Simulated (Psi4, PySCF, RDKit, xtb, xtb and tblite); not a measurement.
Torsional profile of C5H3NSSe, SMILES N#Cc1ccc([SeH])s1. Scanned: dihedral S8–C6–Se7–H11; all other coordinates were relaxed at B3LYP-D3(BJ)/def2-SVP. Points at φ and −φ are mirror images.

Atom numbering (GFN2-xTB optimised geometry, Å):
```
11

N      3.4693     1.4306    -0.2595
C      2.4213     0.9694    -0.1768
C      1.1500     0.4041    -0.0752
C      0.8343    -0.9144     0.1392
C     -0.5471    -1.1455     0.1883
C     -1.2797    -0.0018     0.0112
Se    -3.1685     0.1156     0.0088
S     -0.2784     1.3895    -0.2210
H      1.5801    -1.6804     0.2557
H     -0.9930    -2.1119     0.3474
H     -3.1884     1.5447    -0.2182
```

Methods: UFF // B3LYP-D3(BJ)/def2-SVP (RDKit); RKS-B3LYP/6-31G* = restricted B3LYP/6-31G*, spherical d, density fitting // B3LYP-D3(BJ)/def2-SVP run with PySCF; HF/cc-pVTZ // B3LYP-D3(BJ)/def2-SVP (Psi4); GFN1-xTB // B3LYP-D3(BJ)/def2-SVP (xtb); GFN2-xTB, on its own relaxed geometries (the stored frames are those of B3LYP-D3(BJ)/def2-SVP) (xtb and tblite); MP2/cc-pVTZ = Psi4 with DF-MP2 (frozen core)/cc-pVTZ // B3LYP-D3(BJ)/def2-SVP.

Energies in mEh, each method relative to its own lowest point.

```
φ / °   UFF  RKS-B3LYP/6-31G*  HF/cc-pVTZ  GFN1-xTB  GFN2-xTB  MP2/cc-pVTZ
-----  ----  ----------------  ----------  --------  --------  -----------
-150    8.6               2.1         2.5       1.5       1.3          2.3
-120    2.9               1.0         1.2       4.2       3.2          0.9
-90     0.0               0.0         0.0       5.4       3.8          0.0
-60     2.7               0.1         0.2       3.7       2.4          0.4
-30     7.6               1.3         1.4       1.1       0.7          1.6
0       9.8               2.0         2.0       0.0       0.0          2.4
30      7.6               1.3         1.4       1.1       0.7          1.6
60      2.7               0.1         0.2       3.7       2.4          0.4
90      0.0               0.0         0.0       5.4       3.8          0.0
120     2.9               1.0         1.2       4.2       3.2          0.9
150     8.6               2.1         2.5       1.5       1.3          2.3
180    11.5               2.6         2.9       0.1       0.3          3.0
```

Root-mean-square difference from the MP2/cc-pVTZ profile, itself a level with limits, after the best constant shift (mEh): UFF 2.8, RKS-B3LYP/6-31G* 0.2, HF/cc-pVTZ 0.2, GFN1-xTB 2.8, GFN2-xTB 2.2.
